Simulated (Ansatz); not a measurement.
A nudged elastic band was laid between two geometries of CH$_{8}$InNSi (12 atoms, charge 0, multiplicity 1).

All numbers below come from RKS PBE0/def2-SVP (Ansatz).

| Item | Value |
| --- | --- |
| movable images | 5 |
| climbing image | from the first iteration |
| spring | 5.0 eV/Å² |
| optimiser | lbfgs |
| start path | IDPP |
| force threshold | 0.05 eV/Å |
| iteration limit | 60 |
| end points | relaxed |

Initial state:

```xyz
12
Properties=species:S:1:pos:R:3
C -0.378 1.640 -0.570
Si -0.168 0.102 0.498
N 1.495 0.042 1.028
In -0.632 -2.111 -0.766
H -1.414 1.724 -0.933
H -0.155 2.549 0.012
H 0.295 1.619 -1.440
H -1.182 0.225 1.614
H 1.833 -0.809 1.463
H 1.879 0.849 1.511
H -1.792 -2.250 -2.061
H 0.219 -3.580 -0.354
```

Final state:

```xyz
12
Properties=species:S:1:pos:R:3
C -0.401 1.637 -0.561
Si -0.160 0.100 0.501
N 1.512 0.054 1.005
In -0.627 -2.114 -0.759
H -1.444 1.712 -0.908
H -0.177 2.548 0.018
H 0.259 1.623 -1.442
H -1.157 0.213 1.633
H 1.865 -0.799 1.426
H 1.896 0.861 1.490
H 0.264 -3.570 -0.389
H -1.830 -2.265 -2.014
```

Question: What changes between the two ends?

Answer: No bond is made or broken. The dihedral N3–Si2–In4–H11 goes from -151 to 28°. The two ends are copies of one structure, up to a mirror image or an exchange of like atoms.

Question: What energy profile does the band end with?

Answer: It converged. The highest image is number 3 of 0 to 6, 0.055 eV above the ends, which have the same energy within 2 meV. Another band between the same ends (5 images) ends at a top of the same energy, where a vibrational analysis finds 1 clearly imaginary mode.

```tsv
image	path coordinate (Å)	energy (eV)	dihedral N3–Si2–In4–H11 (°)
0	0.00	0.000	-151
1	1.02	0.013	-119
2	2.04	0.040	-89
3	3.06	0.055	-61
4	4.07	0.042	-31
5	5.08	0.014	-1
6	6.10	0.000	28
```

Question: What is the geometry of the highest image?

Answer: 
```xyz
12
Properties=species:S:1:pos:R:3
C -0.883 1.498 -0.062
Si 0.086 0.004 0.558
N 1.780 0.334 0.276
In -0.533 -2.142 -0.772
H -1.963 1.369 0.106
H -0.573 2.408 0.478
H -0.712 1.664 -1.136
H -0.277 -0.165 2.013
H 2.459 -0.402 0.443
H 2.151 1.214 0.625
H -0.367 -2.198 -2.508
H -1.169 -3.585 -0.022
```

The run took 2.9 min on 2 threads of AMD EPYC 9R45 96-Core Processor (Zen 5), with other jobs on the host, peak memory 0.3 GiB.
